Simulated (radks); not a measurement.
Values are calculated unless marked as measured or tabulated.
Charge is removed step by step from the 3p down level of W42+, starting from [Ne] 3s2 3p(up 3, down 3) 3d10 4s2 4p2. Code: a radial shooting solver on a logarithmic mesh with Libxc functionals. Model: scalar-relativistic Kohn-Sham, r2SCAN, spin-polarised, spherical densities, finite nucleus; open shells are filled with parallel spins first (spin-orbit coupling, left out, can overturn this in heavy ions); meta-GGA in the generalised Kohn-Sham scheme; Fermi nuclear charge, rms radius 5.3658 fm.

| removed (e) | E - E(0) (eV) | eigenvalue (eV) | E minus straight line (eV) |
|---|---|---|---|
| 0 | 0.000 | -4232.1 | 0.000 |
| 0.1 | 423.42 | -4242.9 | -4.874 |
| 0.2 | 847.92 | -4253.8 | -8.665 |
| 0.3 | 1273.5 | -4264.6 | -11.373 |
| 0.4 | 1700.2 | -4275.4 | -12.997 |
| 0.5 | 2127.9 | -4286.2 | -13.538 |
| 0.6 | 2556.7 | -4297.1 | -12.996 |
| 0.7 | 2986.7 | -4307.9 | -11.371 |
| 0.8 | 3417.7 | -4318.7 | -8.663 |
| 0.9 | 3849.7 | -4329.5 | -4.873 |
| 1 | 4282.9 | -4340.3 | 0.000 |

Removing the whole electron costs 4282.9 eV by Delta-SCF, against 4232.1 eV from minus the eigenvalue at the starting occupation. Slater's transition state (half an electron removed) gives 4286.2 eV. Integrating minus the eigenvalue over the occupation (Janak's theorem) gives 4286.2 eV. In this scalar-relativistic scheme the density is built from large components alone, so the theorem holds only approximately. The mean slope of the eigenvalue, de/dn, is 108 eV per electron.
